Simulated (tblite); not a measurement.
H₁₂N₄Zn (SMILES [NH3]->[Zn+2](<-[NH3])(<-[NH3])<-[NH3]), charge +2, singlet, at a GFN2-xTB geometry (such geometries of metal compounds can be far from the true shape); GFN1-xTB run with tblite 0.6.0.

tblite was given this input:
```
$ tblite run mol.xyz --method gfn1 --charge 2 --spin 0 --spin-polarized --json tblite.json --no-restart

# file mol.xyz
17

Zn     0.00000000    -0.00000000     0.00000000
N     -1.53567250    -0.90701452     1.02316825
H     -1.28458859    -1.19587345     1.97191899
H     -1.88481727    -1.75705256     0.57356415
H     -2.36073738    -0.31334349     1.13907004
N     -0.67437130     0.61833595    -1.84139149
H      0.05295694     1.03499625    -2.42790527
H     -1.41112412     1.32653274    -1.79381863
H     -1.07032581    -0.13482610    -2.40935059
N      0.66804094     1.62596606     1.06667441
H      1.06679797     1.38554945     1.97760979
H     -0.06239770     2.31203602     1.27253355
H      1.40129632     2.15771587     0.59108080
N      1.54200285    -1.33728749    -0.24845116
H      1.89464507    -1.72719605     0.62917368
H      2.36426521    -0.93737986    -0.70732924
H      1.29402935    -2.15115882    -0.81654727
```

**Question.** Write the output that tblite gives for this input, abridged.

**Answer.** 
```
xTB calculator
 | screened Coulomb repulsion
 | Coulomb electrostatics
 |  * isotropic Klopman-Ohno-Mataga-Nishimoto electrostatics
 |  * onsite third-order electrostatics
 | DFT-D3(BJ) dispersion correction
 | Interactions (1)
 | [1] spin polarization

halogen bonding energy    0.0000000000000E+00 Eh
repulsion energy          2.0320881823114E-01 Eh
dispersion energy        -5.8339201691344E-03 Eh
interaction energy        0.0000000000000E+00 Eh
number of electrons       3.2000000000000E+01 e
integral cutoff           3.9672993110968E+01 bohr

------------------------------------------------------------
  cycle        total energy    energy error   density error
------------------------------------------------------------
      1     -18.96142702518  -1.9158802E+01   4.2072047E-01
      2     -19.18909607794  -2.2766905E-01   1.8097705E-01
      3     -19.19666238073  -7.5663028E-03   5.1550231E-02
      4     -19.19232846471   4.3339160E-03   3.2239810E-02
      5     -19.19642437199  -4.0959073E-03   2.3944201E-02
      6     -19.20170925578  -5.2848838E-03   6.4544091E-04
      7     -19.20171330246  -4.0466879E-06   2.9444211E-05
      8     -19.20171329915   3.3176129E-09   3.4021981E-05
      9     -19.20171331010  -1.0951197E-08   4.0186110E-07
------------------------------------------------------------

electronic energy        -1.9399088208159E+01 Eh
total energy             -1.9201713310097E+01 Eh

Post processing:
 | Mayer-Wiberg bond orders

[Info] JSON dump of results written to 'tblite.json'
```
